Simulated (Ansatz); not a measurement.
Born–Oppenheimer molecular dynamics of AlFH5NOSn (10 atoms, charge 0, multiplicity 1). It starts at the highest image of a converged band. Of that band: Neighbouring images differ by up to 3.1 eV, so the band resolves the path poorly. A vibrational analysis at the climbing image gives one clearly imaginary mode, 1003i cm⁻¹: a first-order saddle point.

All numbers below come from RKS PBE-D4/def2-SVP (Ansatz).

```
ensemble                      : NVE (velocity Verlet)
time step                     : 0.5 fs
steps asked                   : 200
starting velocities drawn for : 100 K
seed                          : 8304
```

Frames 5 fs apart, positions in Å.

Velocities at 35.0 fs (Å/ps):

```
N -27.82 10.08 12.73
Sn 3.81 -3.88 -1.93
F -3.62 6.82 -0.50
O -3.70 2.61 2.94
Al 0.99 3.73 -0.22
H -3.02 -15.27 -21.89
H 15.38 -17.00 12.71
H 16.42 70.45 12.49
H -8.58 0.81 9.27
H 18.52 8.71 6.57
```

```xyz
10
Properties=species:S:1:pos:R:3 time_fs=35.0 energy_less_start_eV=-1.343 T=1402
N -2.038 -0.797 0.915
Sn 0.385 -1.419 -0.017
F 1.485 -0.901 1.599
O 0.801 0.173 -1.225
Al 1.339 1.778 -1.071
H -2.226 0.127 0.458
H -1.768 -0.402 1.874
H -3.130 -1.629 1.036
H 0.781 2.609 0.178
H 2.332 2.473 -2.107
10
Properties=species:S:1:pos:R:3 time_fs=40.0 energy_less_start_eV=-1.748 T=1775
N -2.172 -0.748 0.986
Sn 0.404 -1.439 -0.027
F 1.464 -0.866 1.595
O 0.781 0.185 -1.210
Al 1.345 1.799 -1.070
H -2.312 0.023 0.335
H -1.762 -0.553 1.870
H -2.933 -1.129 1.086
H 0.739 2.619 0.209
H 2.413 2.498 -2.078
10
Properties=species:S:1:pos:R:3 time_fs=45.0 energy_less_start_eV=-0.890 T=964
N -2.243 -0.676 1.035
Sn 0.423 -1.460 -0.036
F 1.440 -0.829 1.587
O 0.760 0.195 -1.195
Al 1.351 1.822 -1.064
H -2.367 0.039 0.300
H -1.747 -0.547 1.970
H -3.553 -1.160 1.250
H 0.719 2.629 0.172
H 2.442 2.468 -2.035
10
Properties=species:S:1:pos:R:3 time_fs=50.0 energy_less_start_eV=-1.457 T=1513
N -2.371 -0.648 1.088
Sn 0.442 -1.481 -0.046
F 1.411 -0.791 1.577
O 0.740 0.207 -1.179
Al 1.354 1.842 -1.054
H -2.364 0.174 0.469
H -1.897 -0.349 1.913
H -3.161 -0.843 1.290
H 0.701 2.682 0.109
H 2.462 2.413 -2.020
10
Properties=species:S:1:pos:R:3 time_fs=55.0 energy_less_start_eV=-1.067 T=1135
N -2.421 -0.606 1.113
Sn 0.462 -1.501 -0.057
F 1.380 -0.753 1.564
O 0.723 0.222 -1.159
Al 1.355 1.853 -1.042
H -2.413 0.327 0.634
H -2.006 -0.105 1.988
H -3.730 -0.755 1.569
H 0.663 2.804 0.071
H 2.507 2.357 -2.053
10
Properties=species:S:1:pos:R:3 time_fs=60.0 energy_less_start_eV=-2.323 T=2331
N -2.502 -0.543 1.172
Sn 0.481 -1.520 -0.067
F 1.347 -0.716 1.548
O 0.708 0.238 -1.136
Al 1.351 1.859 -1.027
H -2.624 0.365 0.652
H -2.162 -0.124 2.032
H -3.543 -0.581 1.528
H 0.650 2.925 -0.004
H 2.523 2.282 -2.065
10
Properties=species:S:1:pos:R:3 time_fs=65.0 energy_less_start_eV=-1.918 T=1951
N -2.566 -0.460 1.226
Sn 0.499 -1.537 -0.078
F 1.312 -0.679 1.532
O 0.695 0.252 -1.107
Al 1.346 1.861 -1.012
H -2.753 0.325 0.586
H -2.154 -0.175 2.166
H -3.731 -0.590 1.521
H 0.675 2.998 -0.128
H 2.508 2.192 -2.035
10
Properties=species:S:1:pos:R:3 time_fs=70.0 energy_less_start_eV=-1.345 T=1402
N -2.638 -0.386 1.280
Sn 0.518 -1.552 -0.089
F 1.276 -0.645 1.517
O 0.681 0.259 -1.071
Al 1.337 1.858 -0.998
H -2.694 0.391 0.594
H -2.163 -0.114 2.124
H -3.894 -0.689 1.573
H 0.682 3.074 -0.220
H 2.537 2.115 -2.013
10
Properties=species:S:1:pos:R:3 time_fs=75.0 energy_less_start_eV=-2.093 T=2085
N -2.733 -0.327 1.325
Sn 0.536 -1.564 -0.101
F 1.241 -0.612 1.503
O 0.665 0.258 -1.032
Al 1.328 1.851 -0.987
H -2.643 0.466 0.709
H -2.211 0.043 2.147
H -3.579 -0.711 1.550
H 0.658 3.147 -0.263
H 2.602 2.051 -1.982
10
Properties=species:S:1:pos:R:3 time_fs=80.0 energy_less_start_eV=-0.797 T=874
N -2.749 -0.256 1.361
Sn 0.554 -1.574 -0.113
F 1.206 -0.583 1.492
O 0.645 0.250 -0.991
Al 1.320 1.844 -0.979
H -2.800 0.571 0.698
H -2.347 0.097 2.235
H -3.974 -0.849 1.670
H 0.636 3.138 -0.305
H 2.637 1.995 -1.891
10
Properties=species:S:1:pos:R:3 time_fs=85.0 energy_less_start_eV=-0.702 T=806
N -2.802 -0.214 1.401
Sn 0.571 -1.582 -0.125
F 1.172 -0.558 1.484
O 0.623 0.241 -0.955
Al 1.313 1.833 -0.973
H -3.106 0.549 0.810
H -2.554 0.146 2.345
H -3.571 -0.474 1.556
H 0.601 3.081 -0.337
H 2.672 1.955 -1.770
10
Properties=species:S:1:pos:R:3 time_fs=90.0 energy_less_start_eV=-0.571 T=655
N -2.795 -0.154 1.429
Sn 0.588 -1.588 -0.135
F 1.139 -0.540 1.481
O 0.599 0.236 -0.928
Al 1.304 1.817 -0.967
H -3.249 0.676 0.922
H -2.700 0.286 2.369
H -4.144 -0.628 1.664
H 0.516 3.062 -0.339
H 2.752 1.937 -1.665
```

Of the whole run (100 fs, mean temperature of the second half 1474 K): The conserved energy stayed within 4.3 meV per atom of its start (net change -0.093 meV per atom), so there is no drift, though single steps change it by up to 55 meV in the whole system, a sign of fast motions only just resolved. The system heated up, since it started high on the potential surface and ran downhill. A run of 0.1 ps of so small a system gives no equilibrium averages. The orbitals stay closed-shell, which can raise the energy where a bond breaks towards radicals; this wasn't checked here.

Time of the run: 5 min on 2 threads of Intel(R) Xeon(R) 6975P-C (Granite Rapids) (shared host), peak memory 0.17 GiB.
